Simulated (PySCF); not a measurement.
Trends in electronic spectra. Method: TDDFT PBE0/def2-SVPD, vertical, gas phase, core orbitals frozen in the response (PySCF). Geometries: PBE0-D3(BJ)/def2-SVP; one conformer of each isolated species. Triplets are in the Tamm–Dancoff approximation. 'Strongest' means the level of largest summed f among the lowest 10 singlets; it needn't be the same kind of state in each. Relativistic effects are left out although some hold elements past zinc.

**Question.** Rank by computed lowest singlet excitation energy, lowest first.
A. `C[S][GeH]1[CH2]C[CH2]1`
B. `B[SiH3]`
C. `C[CH2][GeH2][NH][GeH3]`
D. `[SiH3][CH2][GeH2][O][GeH3]`
E. `C=CC#CC#CC#N`

**Answer.** E (3.59 eV), B (4.24 eV), A (5.23 eV), C (5.56 eV), D (6.36 eV).

| SMILES | S1 (eV) | HOMO (eV) | strongest (eV) | f (S1) | first f ≥ 0.01 (nm) | α (au) | S1 mainly |
| --- | --- | --- | --- | --- | --- | --- | --- |
| C=CC#CC#CC#N | 3.59 | -7.52 | 5.54 | 0.000 | 327 | 117.8 | H-1→L (66%) |
| B[SiH3] | 4.24 | -8.49 | 8.53 | 0.003 | 198 | 46.8 | H→L (98%) |
| C[S][GeH]1[CH2]C[CH2]1 | 5.23 | -6.60 | 7.30 | 0.013 | 237 | 101.4 | H→L (94%) |
| C[CH2][GeH2][NH][GeH3] | 5.56 | -6.83 | 6.83 | 0.007 | 200 | 95.3 | H→L (97%) |
| [SiH3][CH2][GeH2][O][GeH3] | 6.36 | -8.03 | 7.42 | 0.002 | 167 | 103.9 | H→L (96%) |

H and L stand for HOMO and LUMO.
